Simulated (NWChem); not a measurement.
System: C$_{2}$H$_{5}$ClOSi; SMILES [SiH2](OC=C)Cl

Here is an NWChem input.

```
start job
memory heap 200 mb stack 900 mb global 1100 mb
geometry units angstroms noautoz
  C      0.528248    -3.155728    -0.024874
  C      0.219089    -1.896417     0.321449
  O     -0.055019    -0.926448    -0.607060
  Si    -0.899130     0.500793    -0.341647
  Cl    -0.116789     1.492677     1.310359
  H      0.555006    -3.466211    -1.079687
  H      0.767992    -3.889420     0.756215
  H      0.198774    -1.562395     1.375950
  H     -0.692339     1.315475    -1.573024
  H     -2.343063     0.225819    -0.051540
end
basis spherical
  * library def2-svp
end
dft
  xc mn15
  grid fine
  iterations 150
  mulliken
end
task dft gradient
```

Output (shortened):

```
             Northwest Computational Chemistry Package (NWChem) 7.3.0
             --------------------------------------------------------

 C1  symmetry detected

                             Geometry "geometry" -> ""
                             -------------------------

 Output coordinates in angstroms (scale by  1.889725989 to convert to a.u.)

  No.       Tag          Charge          X              Y              Z
 ---- ---------------- ---------- -------------- -------------- --------------
    1 C                    6.0000     0.54212219     2.98483171    -0.02428863
    2 C                    6.0000     0.51042675     1.64572033    -0.10890072
    3 O                    8.0000    -0.55451739     0.90742824     0.33710687
    4 Si                  14.0000    -0.94556495    -0.66006878    -0.12117166
    5 Cl                  17.0000     0.72138519    -1.89035110     0.05965364
    6 H                    1.0000    -0.30411756     3.54939256     0.39391644
    7 H                    1.0000     1.43120581     3.52893102    -0.36978451
    8 H                    1.0000     1.35636824     1.05984713    -0.51521507
    9 H                    1.0000    -2.00820756    -1.09493875     0.82984747
   10 H                    1.0000    -1.38004237    -0.70903860    -1.55419176

 Effective nuclear repulsion energy (a.u.)     270.5147682141

                                 NWChem DFT Module
                                 -----------------

 Summary of "ao basis" -> "ao basis" (spherical)
 ------------------------------------------------------------------------------
       Tag                 Description            Shells   Functions and Types
 ---------------- ------------------------------  ------  ---------------------
 C                          def2-svp                 6       14   3s2p1d
 O                          def2-svp                 6       14   3s2p1d
 Si                         def2-svp                 8       18   4s3p1d
 Cl                         def2-svp                 8       18   4s3p1d
 H                          def2-svp                 3        5   2s1p

            General Information
            -------------------
          SCF calculation type: DFT
          Wavefunction type:  closed shell.
          No. of atoms     :    10
          No. of electrons :    56
           Alpha electrons :    28
            Beta electrons :    28
          Charge           :     0
          Spin multiplicity:     1
          Use of symmetry is: off; symmetry adaption is: off
          Maximum number of iterations: 150
          AO basis - number of functions:   103
                     number of shells:    49
          Convergence on energy requested:  1.00D-06
          Convergence on density requested:  1.00D-05
          Convergence on gradient requested:  5.00D-04

              XC Information
              --------------
                         MN15 Method XC Functional
                     Hartree-Fock (Exact) Exchange  0.440
                          MN15 Exchange Functional  1.000
                        MN15 Correlation Potential  1.000

             Grid Information
             ----------------
          Grid used for XC integration:  fine
          Radial quadrature: Mura-Knowles
          Angular quadrature: Lebedev.
          Tag              B.-S. Rad. Rad. Pts. Rad. Cut. Ang. Pts.
          ---              ---------- --------- --------- ---------
          C                   0.70       70          12.0       590
          O                   0.60       70          10.0       590
          Si                  1.10      123          12.0       770
          Cl                  1.00      123          13.0       770
          H                   0.35       60          14.0       590
          Grid pruning is: on
          Number of quadrature shells:   756
          Spatial weights used:  Erf1

      Superposition of Atomic Density Guess
      -------------------------------------

 Sum of atomic energies:        -900.49923350

      Non-variational initial energy
      ------------------------------

 Total energy =    -902.530762
 1-e energy   =   -1780.165225
 2-e energy   =     607.119694
 HOMO         =      -0.287438
 LUMO         =       0.036354

     ---------------------------------------------
      Total Density - Mulliken Population Analysis
     ---------------------------------------------

    Atom       Charge   Shell Charges
 -----------   ------   -------------------------------------------------------
    1 C    6     6.39   1.99  0.97  0.28  2.07  1.06  0.02
    2 C    6     5.67   1.99  0.93  0.24  1.70  0.74  0.06
    3 O    8     8.72   1.99  1.09  0.67  3.02  1.94  0.01
    4 Si  14    12.92   2.00  1.99  0.93  0.19  5.93  0.91  0.74  0.23
    5 Cl  17    17.42   2.00  1.99  1.22  0.72  5.94  2.16  3.37  0.01
    6 H    1     0.89   0.66  0.21  0.03
    7 H    1     0.88   0.65  0.20  0.03
    8 H    1     0.93   0.68  0.23  0.02
    9 H    1     1.09   0.70  0.38  0.01
   10 H    1     1.09   0.70  0.38  0.01

   convergence    iter        energy       DeltaE   RMS-Dens  Diis-err
 ---------------- ----- ----------------- --------- --------- ---------
 d= 0,ls=0.0,diis     1   -903.2906526701 -1.17D+03  1.10D-02  1.09D+00
 d= 0,ls=0.0,diis     2   -903.3280978548 -3.74D-02  5.87D-03  4.99D-01
 d= 0,ls=0.0,diis     3   -903.3713672373 -4.33D-02  1.78D-03  1.18D-01
 d= 0,ls=0.0,diis     4   -903.3829019094 -1.15D-02  4.60D-04  2.72D-03
 d= 0,ls=0.0,diis     5   -903.3832251575 -3.23D-04  1.34D-04  2.07D-04
  Resetting Diis
 d= 0,ls=0.0,diis     6   -903.3832454342 -2.03D-05  4.84D-05  4.64D-05
 d= 0,ls=0.0,diis     7   -903.3832508196 -5.39D-06  2.70D-05  3.74D-06
 d= 0,ls=0.0,diis     8   -903.3832504505  3.69D-07  1.59D-05  6.64D-06
 d= 0,ls=0.0,diis     9   -903.3832512591 -8.09D-07  2.61D-06  1.13D-07

         Total DFT energy =     -903.383251259115
      One electron energy =    -1783.235666941559
           Coulomb energy =      679.322299510871
    Exchange-Corr. energy =      -69.984652042505
 Nuclear repulsion energy =      270.514768214077

 Numeric. integr. density =       56.000004560110

                       DFT Final Molecular Orbital Analysis
                       ------------------------------------

 Vector   26  Occ=2.000000D+00  E=-3.711162D-01
              MO Center=  4.2D-01, -1.3D+00,  9.4D-02, r^2= 2.9D+00
   Bfn.  Coefficient  Atom+Function         Bfn.  Coefficient  Atom+Function
  ----- ------------  ---------------      ----- ------------  ---------------
    72      0.471298   5 Cl py               69      0.369880   5 Cl py
    71      0.286811   5 Cl px               68      0.227611   5 Cl px
    33      0.218609   3 O  py               66      0.211232   5 Cl py
    32     -0.146725   3 O  px               36      0.140078   3 O  py
    65      0.129791   5 Cl px               35     -0.115104   3 O  px

 Vector   27  Occ=2.000000D+00  E=-3.552714D-01
              MO Center= -1.1D-01, -1.3D+00, -7.6D-02, r^2= 3.4D+00
   Bfn.  Coefficient  Atom+Function         Bfn.  Coefficient  Atom+Function
  ----- ------------  ---------------      ----- ------------  ---------------
    73      0.496175   5 Cl pz               70      0.386359   5 Cl pz
    99      0.227992  10 H  s                67      0.219903   5 Cl pz
    94     -0.219561   9 H  s                95     -0.176349   9 H  s
   100      0.163158  10 H  s                52     -0.152729   4 Si pz
    71     -0.101940   5 Cl px               32     -0.082835   3 O  px

 Vector   28  Occ=2.000000D+00  E=-2.850335D-01
              MO Center=  2.7D-01,  2.1D+00, -8.7D-03, r^2= 2.3D+00
   Bfn.  Coefficient  Atom+Function         Bfn.  Coefficient  Atom+Function
  ----- ------------  ---------------      ----- ------------  ---------------
     6      0.375339   1 C  pz               20      0.307264   2 C  pz
    34     -0.287266   3 O  pz                9      0.271850   1 C  pz
    37     -0.233319   3 O  pz               23      0.184337   2 C  pz
     4      0.166167   1 C  px               18      0.131150   2 C  px
    32     -0.125304   3 O  px                7      0.115624   1 C  px

 Vector   29  Occ=0.000000D+00  E= 3.124708D-02
              MO Center= -1.2D-01,  9.7D-01, -1.2D-01, r^2= 5.3D+00
   Bfn.  Coefficient  Atom+Function         Bfn.  Coefficient  Atom+Function
  ----- ------------  ---------------      ----- ------------  ---------------
    53      0.707410   4 Si px                9      0.445562   1 C  pz
    64     -0.416740   5 Cl s                23     -0.408275   2 C  pz
    20     -0.309136   2 C  pz               54     -0.298599   4 Si py
     6      0.282245   1 C  pz               71      0.278872   5 Cl px
    72     -0.239499   5 Cl py               21     -0.232824   2 C  px

[...]

                         DFT ENERGY GRADIENTS

    atom               coordinates                        gradient
                 x          y          z           x          y          z
   1 C       1.024462   5.640514  -0.045899   -0.000628   0.006594   0.000824
   2 C       0.964567   3.109960  -0.205793    0.000604  -0.007003  -0.001726
   3 O      -1.047886   1.714791   0.637040   -0.002786   0.012642   0.007554
   4 Si     -1.786859  -1.247349  -0.228981   -0.001039  -0.005312  -0.003163
   5 Cl      1.363220  -3.572246   0.112729    0.009343  -0.008078   0.001063
   6 H      -0.574699   6.707379   0.744394   -0.004259   0.003400   0.002048
   7 H       2.704587   6.668713  -0.698791    0.004616   0.002758  -0.001595
   8 H       2.563164   2.002821  -0.973615    0.004632  -0.002704  -0.002189
   9 H      -3.794962  -2.069134   1.568184   -0.007282  -0.002130   0.006844
  10 H      -2.607902  -1.339889  -2.936997   -0.003199  -0.000168  -0.009661
```

Level: MN15/def2-SVP. Coordinates come from a PBE-D3(BJ)/def2-SVP optimisation.
